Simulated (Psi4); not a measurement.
Two rigid molecules brought together: N2 ··· BF3 (SMILES N#N and FB(F)F). Monomers: optimised at B3LYP-D3(BJ) (def2-TZVP), held rigid. Orientation: a higher rigid-body minimum at GFN2-xTB. The monomers approach along the line of their centres of mass (distance R); nothing else relaxes.

Geometry at R = 2.94 Å (first 2 atoms: monomer A):
```
6

N      0.5455     0.0000     0.0000
N     -0.5455     0.0000     0.0000
F     -2.9110     1.3472    -1.6173
B     -1.8568     1.9739    -1.1409
F     -1.8966     2.5100     0.0601
F     -0.7612     2.0608    -1.8641
```

- PBE/def2-TZVP, counterpoise-corrected (Psi4)
- PBE-D3(BJ)/def2-TZVP, counterpoise-corrected (Psi4)
- PBE0-D3(BJ)/def2-TZVP, counterpoise-corrected (Psi4)
- SAPT0/jun-cc-pVDZ, frozen core (Psi4)

Interaction energies in kcal/mol; the last columns give the difference from SAPT0:

| R / Å | PBE/def2-TZVP | PBE-D3(BJ)/def2-TZVP | PBE0-D3(BJ)/def2-TZVP | SAPT0/jun-cc-pVDZ | PBE/def2-TZVP − SAPT0/jun-cc-pVDZ | PBE-D3(BJ)/def2-TZVP − SAPT0/jun-cc-pVDZ | PBE0-D3(BJ)/def2-TZVP − SAPT0/jun-cc-pVDZ |
|---|---|---|---|---|---|---|---|
| 2.31 | 20.17 | 18.96 | 18.66 | 19.87 | 0.30 | -0.90 | -1.20 |
| 2.53 | 9.30 | 8.16 | 7.97 | 8.85 | 0.45 | -0.69 | -0.88 |
| 2.78 | 3.39 | 2.37 | 2.31 | 3.00 | 0.39 | -0.63 | -0.70 |
| 2.94 | 1.54 | 0.61 | 0.60 | 1.22 | 0.32 | -0.62 | -0.62 |
| 3.13 | 0.38 | -0.44 | -0.40 | 0.15 | 0.24 | -0.59 | -0.54 |
| 3.31 | -0.13 | -0.85 | -0.78 | -0.31 | 0.18 | -0.55 | -0.47 |
| 3.61 | -0.39 | -0.95 | -0.87 | -0.50 | 0.11 | -0.45 | -0.37 |
| 3.94 | -0.37 | -0.76 | -0.70 | -0.43 | 0.06 | -0.34 | -0.28 |
| 4.48 | -0.21 | -0.43 | -0.40 | -0.25 | 0.04 | -0.18 | -0.15 |
| 5.13 | -0.09 | -0.19 | -0.18 | -0.12 | 0.03 | -0.07 | -0.06 |
| 6.11 | -0.03 | -0.06 | -0.06 | -0.05 | 0.02 | -0.02 | -0.02 |
| 7.41 | -0.01 | -0.02 | -0.02 | -0.02 | 0.01 | 0.00 | 0.00 |

PBE/def2-TZVP is furthest from SAPT0/jun-cc-pVDZ at 2.53 (0.45 kcal/mol, above); its mean absolute difference over the points is 0.18 kcal/mol.

PBE-D3(BJ)/def2-TZVP is furthest from SAPT0/jun-cc-pVDZ at 2.31 (-0.90 kcal/mol, below); its mean absolute difference over the points is 0.42 kcal/mol.

PBE0-D3(BJ)/def2-TZVP is furthest from SAPT0/jun-cc-pVDZ at 2.31 (-1.20 kcal/mol, below); its mean absolute difference over the points is 0.44 kcal/mol.
